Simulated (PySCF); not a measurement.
C2H6BFO2, SMILES COB(O)CF.

Geometry optimised at PBE-D3(BJ)/def2-SVP. This is a generated structure with no PubChem entry under its InChIKey; it may be hypothetical. Other conformers were not sampled.

Computed with M06-2X/def2-TZVP (PySCF).

Computed frontier levels, gap, dipole moment and polarisability:
- highest occupied level = -10.24 eV
- lowest empty level = 1.26 eV
- orbital gap = 11.50 eV
- dipole moment = 1.02 D
- quadrupole, principal values (traceless, Buckingham form, about the centre of nuclear charge) = -1.57, 0.44, 1.13 D·Å
- mean static polarisability = 45.6 bohr³ (6.76 Å³)
- polarisability, principal values = 37.7, 45.0, 54.2 bohr³
